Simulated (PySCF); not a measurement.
trichloroethylene (C2HCl3), SMILES C(Cl)=C(Cl)Cl.

Geometry: B3LYP-D3(BJ)/def2-SVP.

Level of theory: TDA-M06-2X/def2-SVPD run with PySCF.

Vertical excitations.  State labels are in the subgroup Cs.

Computed UV-visible absorptions:
```
state  symmetry  energy (eV)  λ (nm)      f                                                                     main pairs
-----  --------  -----------  ------  -----  -----------------------------------------------------------------------------
S1           A"         5.73     216  0.000                                                               HOMO→LUMO+1 78 %
S2           A"         6.10     203  0.000                                                               HOMO→LUMO+2 76 %
S3           A'         6.57     189  0.459                                                                 HOMO→LUMO 92 %
S4           A"         7.02     177  0.003                                                               HOMO→LUMO+3 86 %
S5           A"         7.15     173  0.000                                                               HOMO−1→LUMO 94 %
S6           A"         7.48     166  0.000                                                               HOMO−2→LUMO 88 %
S7           A'         7.54     164  0.009  HOMO−1→LUMO+2 40 %, HOMO−1→LUMO+1 14 %, HOMO−2→LUMO+2 12 %, HOMO−4→LUMO+1 9 %
S8           A"         7.62     163  0.013      HOMO→LUMO+4 29 %, HOMO→LUMO+5 25 %, HOMO−3→LUMO+2 12 %, HOMO−5→LUMO+1 6 %
S9           A'         7.68     161  0.006                     HOMO−1→LUMO+1 46 %, HOMO−1→LUMO+2 14 %, HOMO−2→LUMO+1 10 %
S10          A"         7.93     156  0.000                                                               HOMO−4→LUMO 88 %
T1           A'         4.03     307      0                                                                 HOMO→LUMO 95 %
T2           A"         5.34     232      0                                                               HOMO→LUMO+1 79 %
T3           A"         5.68     218      0                                                               HOMO→LUMO+2 76 %
T4           A"         6.84     181      0                                             HOMO→LUMO+3 61 %, HOMO→LUMO+4 10 %
```
Triplets are in the Tamm–Dancoff approximation.
